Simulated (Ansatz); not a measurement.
Ansatz results at the PBE0-D4/def2-TZVP geometry: LUMO energy (PBE0/def2-TZVPP) 0.93 eV; size of the dipole moment (B3LYP/def2-TZVPP) 0.70 D; HOMO energy (ωB97M-V/def2-TZVPP) -8.75 eV.

Each molecule was computed in one conformer, which needn't be the lowest.

Which molecule gave them?
A. `S[SiH2]S`
B. `CN(C)[SiH](O)O`
C. `C=C[SiH](F)OC`
D. `C[Si](F)(S)Cl`

B. The others give `C=C[SiH](F)OC`: -0.82, 2.02, -10.53; `C[Si](F)(S)Cl`: 0.20, 2.40, -10.18; `S[SiH2]S`: 0.00, 1.39, -9.70.

B3LYP here is the variant with VWN-RPA as its local correlation; programs differ in this.
